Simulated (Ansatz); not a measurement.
## Match the barriers

Saddle point of Si₂H₅Cl₃, singlet (SiH₂Cl₂ ([Cl][SiH2][Cl]) + SiH₃Cl ([SiH3][Cl]) → Si₂H₄Cl₂ ([SiH3][SiH]([Cl])[Cl]) + HCl; bonds formed: Si1–Si7, Cl2–H6; bonds broken: Si1–H6, Cl2–Si7), PBE0-D4/def2-TZVP structure:

```json
{"atom": "Si1", "x (Å)": "-1.0444", "y (Å)": "-0.8011", "z (Å)": "0.0302"}
{"atom": "Cl2", "x (Å)": "2.1594", "y (Å)": "-0.3547", "z (Å)": "1.3040"}
{"atom": "Cl3", "x (Å)": "-1.0762", "y (Å)": "-1.4952", "z (Å)": "-1.8813"}
{"atom": "Cl4", "x (Å)": "-1.0839", "y (Å)": "-2.3712", "z (Å)": "1.3229"}
{"atom": "H5", "x (Å)": "-2.1968", "y (Å)": "0.0740", "z (Å)": "0.3111"}
{"atom": "H6", "x (Å)": "0.6134", "y (Å)": "-0.4387", "z (Å)": "0.6202"}
{"atom": "Si7", "x (Å)": "0.6910", "y (Å)": "1.0454", "z (Å)": "-0.2359"}
{"atom": "H8", "x (Å)": "0.7218", "y (Å)": "2.0833", "z (Å)": "0.8085"}
{"atom": "H9", "x (Å)": "1.7642", "y (Å)": "0.9033", "z (Å)": "-1.2327"}
{"atom": "H10", "x (Å)": "-0.5484", "y (Å)": "1.3548", "z (Å)": "-1.0469"}
```

Computed with Ansatz 0.2.0 (basis: def2-TZVPP, with def2-QZVPP for the basis limit); correlated methods freeze the cores. B3LYP uses VWN-RPA correlation. Extrapolation: Hartree–Fock as exp(−7.88 √X), correlation as X^−2.97. Four methods, as single points on the PBE0-D4 structures, gave these electronic barriers from the start structure: 186.4, 262.3, 279.6, 364.8 kJ/mol.

Q: The methods were, in alphabetical order, B3LYP-D4, CCSD(T), HF, SPW92. Which gave which? (A judgement: the text doesn't fix the answer.)

A: The calculation gives: SPW92 186.4; B3LYP-D4 262.3; CCSD(T) 279.6; HF 364.8 kJ/mol. For comparison, CCSD(T) at an estimated basis limit (MP2 extrapolated from triple and quadruple zeta, plus CCSD(T) − MP2 in triple zeta) gives 273.4 kJ/mol.

The T1 diagnostic stays at or below 0.012.

Labels in which every atom is bracketed show which atoms are joined, not bond orders.

For scale, one of the runs: CCSD(T)/def2-TZVPP, 280 basis functions, launched by `ansatz run in.yaml --threads 8 --pin off --events-out ev --progress --plain --max-ram 19148MiB`. Hardware: 8 CPU threads of an Arm Neoverse V1, shared host. Wall time 2.1 min; peak host memory 6.9 GiB.
